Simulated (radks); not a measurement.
The scandium anion Sc- inside a hard spherical wall (all orbitals vanish at R), configuration held at [Ar] 3d2 4s2 and not refilled when levels cross. Method: non-relativistic Kohn-Sham, PBEsol, spin-polarised, spherical densities, point nucleus; open shells are filled with parallel spins first; computed with a radial shooting solver on a logarithmic mesh with Libxc functionals. Eigenvalues in eV for spin up, with the zero of energy where the potential of the charges vanishes at infinity; a dash marks a level that is unbound or too diffuse for the functional's potential to be trusted. A positive occupied level is held by the wall or, in an anion where self-interaction has pushed it up, behind a barrier. The pressure on the wall is -dE/dV.

R (bohr),E (hartree),kinetic (hartree),e(3s),e(3p),e(4s),"e(4p, empty)","e(5s, empty)",e(3d),pressure (GPa)
20,-759.50003,758.678,-48.135,-27.513,-0.042,-,-,1.909,0.00318
8,-759.44453,758.861,-45.004,-24.419,1.981,4.545,10.249,4.592,1.19
7,-759.39760,759.011,-43.707,-23.142,3.013,5.954,14.329,5.726,3.14
6,-759.29909,759.299,-41.689,-21.168,4.873,8.433,21.350,7.527,9.25
4,-758.48846,761.463,-33.303,-13.068,17.134,23.840,62.224,15.895,141
3.5,-757.82024,763.306,-29.187,-9.064,26.084,34.436,88.579,20.533,348
3,-756.47736,767.145,-22.837,-2.711,42.677,53.180,133.16,28.112,1000
2.5,-753.40677,775.934,-11.638,8.981,76.632,89.549,215.50,42.001,3520
2,-745.21760,797.990,11.973,34.332,154.50,168.70,386.36,70.660,15700
1.5,-718.71072,861.224,77.153,102.84,363.66,370.87,805.97,139.05,99600
